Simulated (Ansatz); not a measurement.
```xyz
9

C    -0.923   -0.739    0.955
S     0.407    0.487    1.178
Si    0.946    0.773   -0.824
F    -0.292    1.262   -1.692
F     1.391   -0.593   -1.504
H    -1.294   -0.969    1.952
H    -0.538   -1.649    0.497
H    -1.734   -0.326    0.358
H     2.038    1.754   -0.921
```

Total charge 0; spin multiplicity 1.

(1) List the B3LYP/def2-TZVPP orbital energies in eV (Ansatz 0.2.0). (Estimate.)

Results:

(1) Computed: Occupied: -2418.08, -1801.17, -671.80, -671.80, -278.03, -216.11, -160.67, -160.57, -160.47, -145.47, -100.83, -100.80, -100.76, -33.07, -32.53, -21.73, -18.09, -15.55, -13.80, -13.31, -13.15, -12.43, -12.24, -11.97, -11.74, -11.46, -10.16, -8.91, -7.34. Lowest empty: -0.44, 0.46, 0.92, 1.53, 1.83, 2.10, 3.01, 3.10.

B3LYP here is the variant with VWN-RPA as its local correlation; programs differ in this.
